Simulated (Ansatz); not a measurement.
C$_{3}$H$_{6}$BN, SMILES `BC1(C)C=N1` from Hartree–Fock to CCSD(T)

Cartesian coordinates in Å:
```
B -0.789 -1.254 -0.540
C 0.031 -0.151 0.125
C -0.355 1.304 0.038
C 1.445 -0.472 0.431
N 0.788 -0.557 1.468
H -0.556 -2.399 -0.287
H -1.640 -0.979 -1.336
H -0.469 1.608 -1.006
H -1.311 1.483 0.536
H 0.391 1.952 0.502
H 2.464 -0.536 0.070
```

Charge 0, multiplicity 1. The structure was optimised at the PBE0-D4/def2-TZVP level. Frozen core, restricted reference, Ansatz. CBS rows extrapolate triple and quadruple zeta; past MP2 they add the triple-zeta difference.

| basis | HF (Eh) | MP2 corr. |
| --- | --- | --- |
| def2-SVP | -195.97931 | -0.65422 |
| def2-TZVPP | -196.20095 | -0.79217 |
| def2-QZVPP | -196.20990 | -0.84262 |

(1) Estimate the CCSD correlation energy and the (T) correction in each basis where they were run (hartree).

Answers

(1) 
```json
{"basis": "def2-SVP", "CCSD corr.": "-0.69809", "(T)": "-0.02674"}
{"basis": "def2-TZVPP", "CCSD corr.": "-0.82509", "(T)": "-0.03923"}
{"basis": "CBS(def2)", "CCSD corr.": "-0.91291", "(T)": "as TZ"}
```
